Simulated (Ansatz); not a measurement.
`N[SiH2]C(O)(F)F` and `N[SiH2]C(O)F` differ in one atom or group.

Ansatz, PBE0-D4/def2-TZVP geometries, multiplicity 1. Each molecule was computed in one conformer, which needn't be the lowest.

```json
{"property": "HOMO–LUMO gap (B3LYP/def2-TZVPP) / eV", "`N[SiH2]C(O)(F)F`": "7.53"}
{"property": "LUMO energy (B3LYP/def2-TZVPP) / eV", "`N[SiH2]C(O)(F)F`": "-0.01"}
{"property": "HOMO energy (PBE/def2-TZVPP) / eV", "`N[SiH2]C(O)(F)F`": "-6.28"}
{"property": "HOMO energy (PBE0/def2-TZVPP) / eV", "`N[SiH2]C(O)(F)F`": "-7.75"}
{"property": "HOMO–LUMO gap (PBE0/def2-TZVPP) / eV", "`N[SiH2]C(O)(F)F`": "8.04"}
{"property": "size of the dipole moment (B3LYP/def2-TZVPP) / D", "`N[SiH2]C(O)(F)F`": "1.88"}
```

Question: Give the same properties after the change, and the shifts. (Best estimate.)

Answer: Computed: 
```csv
property,`N[SiH2]C(O)F`,shift
HOMO–LUMO gap (B3LYP/def2-TZVPP) / eV,7.33,-0.20
LUMO energy (B3LYP/def2-TZVPP) / eV,-0.27,-0.26
HOMO energy (PBE/def2-TZVPP) / eV,-6.34,-0.06
HOMO energy (PBE0/def2-TZVPP) / eV,-7.79,-0.04
HOMO–LUMO gap (PBE0/def2-TZVPP) / eV,7.81,-0.23
size of the dipole moment (B3LYP/def2-TZVPP) / D,3.15,1.27
```

Dipoles are sizes alone; their direction can turn.

B3LYP here is the variant with VWN-RPA as its local correlation; programs differ in this.
